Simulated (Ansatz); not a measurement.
The same atomization along the group O, S, Te.

Gas-phase electronic energies from Ansatz, PBE0-D4/def2-TZVP geometries. CCSD(T)/CBS is the MP2 limit (def2-TZVPP, def2-QZVPP) plus CCSD(T) − MP2 in def2-TZVPP, frozen cores. This one scheme is used for every species, atoms too. Functionals use def2-TZVPP. Open shells (•) are unrestricted, without spin–orbit coupling. Spin–orbit coupling would lower the free atoms: a little for B, C, O, S; strongly for Te. def2 core potentials past Kr. For Te outer-core shells are correlated without core-valence functions, so the limit isn't a true one: a few kJ/mol of doubt a bond, and 10 to 20 or more in all where bonds break to atoms. Each species was taken in one conformer, which may not be the lowest.

```tsv
reaction	ωB97X-V (kJ/mol)	revPBE-D4 (kJ/mol)	ωB97M-V (kJ/mol)	B2PLYP (kJ/mol)
`CBO` → B• + C• + 5 H• + O•	3107	3082	3121	3090
`CBS` → B• + C• + 5 H• + S•	2867	2843	2876	2834
`CB[TeH]` → B• + C• + 5 H• + Te•	2673	2656	2667	2647
```

Task: Give the CCSD(T)/CBS values in the same order. (Best estimate.)

Result: The calculation gave: 3104, 2849, 2676 kJ/mol.

Largest T1 diagnostic: 0.014, for B•.

For atomizations the MP2-based limit and the directly extrapolated one differ by several kJ/mol either way, and by 10 to 25 for some Ge, Se and Sn compounds, so smaller differences from it don't rank the levels.
